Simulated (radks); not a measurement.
Coherent X-ray form factor from a spherical all-electron density. Calculated with a radial shooting solver on a logarithmic mesh with Libxc functionals: scalar-relativistic Kohn-Sham, LDA (Slater exchange, Perdew-Wang correlation), spin-polarised, spherical densities, finite nucleus; Fermi nuclear charge, rms radius of each element as measured or else 0.836 A^(1/3) + 0.57 fm.

sin(theta)/lambda (1/angstrom),f0 (electrons)
0.05,78.203
0.1,75.974
0.15,72.720
0.2,68.911
0.25,64.939
0.3,61.062
0.4,54.062
0.5,48.224
0.6,43.379
0.8,35.695
1,29.640
1.25,23.756
1.5,19.614
2,15.058

The species is in the configuration that NIST lists as its ground one. Which atom or ion scatters so?

Answer. The thallium ion Tl2+, [Xe] 4f14 5d10 6s1. Extrapolating in s^2 from the first two rows gives f0(0) = 78.9, near the electron count 79; among species with that count, the fall with angle is slower the higher Z, and the table is that of Z = 81; from so few rows the species is fixed only to a neighbour or two.
